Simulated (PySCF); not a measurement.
**SbOBr: one-bond stretch**

Computed with PBE0/[Sb def2-TZVP with ECP28, O def2-TZVP, Br def2-TZVP], scalar-relativistic core potentials, density fitting, no spin–orbit coupling, PySCF.

Rigid scan from the singlet minimum (Sb–Br 2.518 Å, Sb–O 1.792 Å; Br–Sb–O 105.0°). Coordinate: the bond from Sb to the last atom (Br) scaled, the rest fixed. Energies in kJ/mol from the minimum.

Question: Predict the curve at 0.92, 0.96, 1.00, 1.05, 1.12, 1.20, 1.35, 1.55, 1.80, 2.20.

Answer: 
```csv
scale of one bond,E (kJ/mol),dipole size (D)
0.92,27.4,3.53
0.96,5.9,3.54
1.00,0.0,3.65
1.05,6.9,3.91
1.12,32.0,4.45
1.20,70.9,5.18
1.35,147.7,6.59
1.55,232.4,–
1.80,302.0,–
2.20,357.1,–
```

At long bonds a restricted determinant can lie too high, and another spin state can fall below this curve.

Other isomers or separated fragments may lie lower.
